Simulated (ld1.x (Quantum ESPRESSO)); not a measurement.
Scattering properties, ultrasoft potential for zirconium (Zr)

zirconium (Zr), ultrasoft, made with ld1.x (Quantum ESPRESSO) 7.5 (PBE, scalar-relativistic). Core [Ar] 3d10 4s2, reference 4p6 4d2 5s1.75 5p0 (charge +0.25). Waves: 5s (bound): rcut 2.85, rcutus 3.70 bohr; 5s channel at 2.8 Ry: rcut 2.85, rcutus 3.70 bohr; 4p (bound): rcut 1.85, rcutus 2.15 bohr; 5p (bound, empty): rcut 1.85, rcutus 2.15 bohr; 4d (bound): rcut 2.05, rcutus 2.65 bohr; 4d channel at 1.15 Ry: rcut 2.05, rcutus 2.65 bohr. Local part: all-electron potential smoothed inside 3.25 bohr (lloc = -2). Core correction: a·sin(br)/r model core inside 1.90 bohr. Augmentation charge: PSQ, inside the norm-conserving radii.

The phase is arctan(r·u′/u) with u = r·R(r), unwrapped; energies in Ry, scanned from -4 to 5 Ry. A pole is an energy at which the radial function vanishes at the test radius. The pseudo phase is shifted by a multiple of π to meet the all-electron one at the reference energy, and phase errors are pseudo minus all-electron; the curves can meet again beyond the range given. Levels narrower than the energy grid can be missing from the lists of poles.

Q: For each channel, where are the poles, and over which energies does the pseudopotential scatter like the atom?

A:

| channel | radius (bohr) | reference energy (Ry) | poles, all-electron | poles, pseudo | unbroken range about the reference energy with phases within 0.05 rad | phase error 1 Ry above the reference energy (rad) |
| --- | --- | --- | --- | --- | --- | --- |
| s | 4.02 | -0.42 | 0.16, 3.63 | 0.14, 3.39, 4.27 | below 1.1 | -0.015 |
| p | 4.02 | -0.19 | -2.49, 0.77, 4.40 | -2.49, 0.77, 4.63 | below 2.0 | +0.001 |
| d | 4.02 | -0.37 | -0.27, 2.01 | -0.27, 2.02 | below 3.4 | +0.001 |

Phases in the d channel:

| E (Ry) | all-electron | pseudo |
| --- | --- | --- |
| -4.00 | 1.444 | 1.444 |
| -3.76 | 1.440 | 1.440 |
| -3.52 | 1.435 | 1.435 |
| -3.28 | 1.430 | 1.430 |
| -3.04 | 1.424 | 1.424 |
| -2.80 | 1.418 | 1.418 |
| -2.56 | 1.410 | 1.410 |
| -2.32 | 1.401 | 1.401 |
| -2.08 | 1.391 | 1.391 |
| -1.84 | 1.378 | 1.378 |
| -1.60 | 1.361 | 1.361 |
| -1.36 | 1.340 | 1.340 |
| -1.12 | 1.308 | 1.308 |
| -0.88 | 1.254 | 1.254 |
| -0.64 | 1.114 | 1.114 |
| -0.40 | -0.795 | -0.795 |
| -0.16 | -1.705 | -1.705 |
| 0.08 | -1.867 | -1.867 |
| 0.32 | -2.056 | -2.055 |
| 0.56 | -2.512 | -2.511 |
| 0.80 | -3.652 | -3.652 |
| 1.04 | -4.287 | -4.287 |
| 1.28 | -4.499 | -4.499 |
| 1.52 | -4.601 | -4.601 |
| 1.76 | -4.664 | -4.664 |
| 2.00 | -4.710 | -4.710 |
| 2.24 | -4.750 | -4.749 |
| 2.48 | -4.788 | -4.786 |
| 2.72 | -4.832 | -4.828 |
| 2.96 | -4.889 | -4.882 |
| 3.20 | -4.982 | -4.966 |
| 3.44 | -5.188 | -5.134 |
| 3.68 | -5.926 | -5.653 |
| 3.92 | -7.169 | -6.935 |
| 4.16 | -7.530 | -7.451 |
| 4.40 | -7.658 | -7.617 |
| 4.64 | -7.723 | -7.696 |
| 4.88 | -7.765 | -7.743 |
